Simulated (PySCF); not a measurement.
## A small calculation by hand: dipole moment from atomic charges

W(NH)(F)2(Cl)2 (Cl2F2HNW), SMILES [Cl][W]([F])(=[NH])([F])[Cl], multiplicity 1. Atoms are numbered in the order given.

```xyz
7

W     -0.0448     0.1832     0.0000
N     -1.7599     0.4786     0.0000
H     -2.7592     0.6714     0.0000
F      0.4004     1.9782     0.0000
F      1.8624    -0.0476     0.0000
Cl    -0.0580    -1.0280     1.9150
Cl    -0.0580    -1.0280    -1.9150
```
Charge 0, spin multiplicity 1.

Geometry optimised at PBE0-D3(BJ)/def2-SVP. The spin state was assumed, not searched. The structure was generated by enumeration; whether it is a known compound was not checked. The def2 effective core potentials stand for the cores of W; spin–orbit coupling is left out.

Charges (e) from PySCF with B3LYP/def2-TZVP:

```json
[
 {"atom": "W1", "ESP fit": "0.887", "Mulliken": "1.409"},
 {"atom": "N2", "ESP fit": "-0.663", "Mulliken": "-0.461"},
 {"atom": "H3", "ESP fit": "0.426", "Mulliken": "0.251"},
 {"atom": "F4", "ESP fit": "-0.147", "Mulliken": "-0.320"},
 {"atom": "F5", "ESP fit": "-0.362", "Mulliken": "-0.427"},
 {"atom": "Cl6", "ESP fit": "-0.071", "Mulliken": "-0.226"},
 {"atom": "Cl7", "ESP fit": "-0.071", "Mulliken": "-0.226"}
]
```

The dipole moment of the full density is 3.66 D.

**Question.** What dipole moment does each set of point charges give, and which comes closer to that of the density?

**Answer.** 
μ = Σ q r, and 1 e Å = 4.8032 D.
ESP fit: Σ q r = (-0.773, 0.004, 0.000) e Å, |μ| = 3.71 D.
Mulliken: Σ q r = (-0.842, 0.058, 0.000) e Å, |μ| = 4.05 D.
ESP fit comes closer in size. Point charges leave out the atoms' own dipoles (lone pairs, polarised bonds); fits to the potential absorb them, partitions of the density don't.
